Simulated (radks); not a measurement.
Results of a calculation; reference values are marked as such.
Orbital eigenvalues (eV) of neutral dysprosium, [Xe] 4f10 6s2, at several levels of relativity; Dirac values are averaged over j with weights 2j + 1. Spin-unpolarised spherical Kohn-Sham, PBE, point nucleus unless stated (finite: rms radius 5.2218 fm), a radial shooting solver on a logarithmic mesh with Libxc functionals. A level marked "c x" has the speed of light scaled by that factor and shares open shells by 2j + 1; other Dirac levels either fill j = l - 1/2 first or share by 2j + 1.

shell,non-rel.,"Dirac, 2j+1 shares","Dirac, c x 0.85","Dirac, c x 2","change of magnitude, last against first (%)"
2s,-8042.1,-8921.2,-9337.3,-8239.3,+2.45
2p,-7663.9,-7950.2,-8081.1,-7729.4,+0.86
3s,-1778.3,-1985.7,-2083.5,-1825.0,+2.62
3p,-1608.5,-1684.3,-1718.2,-1626.1,+1.09
3d,-1292.2,-1279.8,-1274.2,-1289.4,-0.22
4s,-342.52,-392.76,-416.89,-353.69,+3.26
4p,-275.26,-292.83,-300.99,-279.24,+1.45
4d,-154.86,-152.73,-151.96,-154.33,-0.34
5s,-42.015,-48.834,-52.424,-43.460,+3.44
5p,-24.458,-25.547,-26.245,-24.663,+0.84
4f,-6.9880,-3.0978,-1.7855,-5.9727,-14.53
6s,-3.4937,-3.7479,-3.9104,-3.5437,+1.43
